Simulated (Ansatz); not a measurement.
Born–Oppenheimer molecular dynamics of CH$_{5}$ClOSi (9 atoms, charge 0, multiplicity 1). It starts at the highest image of a converged band. Of that band: Neighbouring images differ by up to 2.2 eV, so the band resolves the path poorly. A vibrational analysis at the climbing image gives 2 clearly imaginary modes (1493i, 80i cm⁻¹): a point of higher order, so a lower path passes nearby.

Theory: UKS PBE0-D4/6-31G* (Ansatz 0.2.0).

```yaml
ensemble: NVE (velocity Verlet)
time_step: 0.5 fs
steps_asked: 200
starting_velocities_drawn_for: 300 K
seed: 7451
```

First frame:

```xyz
9
Properties=species:S:1:pos:R:3
Si -0.805 0.726 -0.181
C 0.793 -0.628 0.068
O -1.727 -0.367 -0.829
H -0.416 -0.858 -0.446
H -0.120 1.812 -0.919
Cl -1.188 1.460 1.698
H 1.457 -0.716 -0.795
H 1.222 0.123 0.747
H 0.785 -1.553 0.656
```

**Question.** How far do the bonds stretch over the last three quarters of this one trajectory? (Pairs bonded in most of those frames.)

**Answer.** 
```json
{"bond": "Si1–C2", "mean (Å)": "1.870", "spread (Å)": "0.095", "shortest": "1.71", "longest": "2.04"}
{"bond": "Si1–O3", "mean (Å)": "1.674", "spread (Å)": "0.087", "shortest": "1.50", "longest": "1.79"}
{"bond": "Si1–H5", "mean (Å)": "1.498", "spread (Å)": "0.025", "shortest": "1.45", "longest": "1.55"}
{"bond": "Si1–Cl6", "mean (Å)": "2.080", "spread (Å)": "0.048", "shortest": "2.00", "longest": "2.14"}
{"bond": "C2–H7", "mean (Å)": "1.104", "spread (Å)": "0.028", "shortest": "1.05", "longest": "1.15"}
{"bond": "C2–H8", "mean (Å)": "1.101", "spread (Å)": "0.015", "shortest": "1.07", "longest": "1.13"}
{"bond": "C2–H9", "mean (Å)": "1.108", "spread (Å)": "0.035", "shortest": "1.05", "longest": "1.16"}
{"bond": "O3–H4", "mean (Å)": "1.029", "spread (Å)": "0.121", "shortest": "0.83", "longest": "1.21"}
```

Mean temperature of the second half: 1726 K. The conserved energy stayed within 2.1 meV per atom of its start (net change 0.31 meV per atom), so there is no drift, though single steps change it by up to 21 meV in the whole system, a sign of fast motions only just resolved. The system heated up, since it started high on the potential surface and ran downhill. A run of 0.1 ps of so small a system gives no equilibrium averages. The orbitals stay closed-shell, which can raise the energy where a bond breaks towards radicals; this wasn't checked here.

Time of the run: 9.7 min on 2 threads of Arm Neoverse V1 (shared host), peak memory 0.21 GiB.
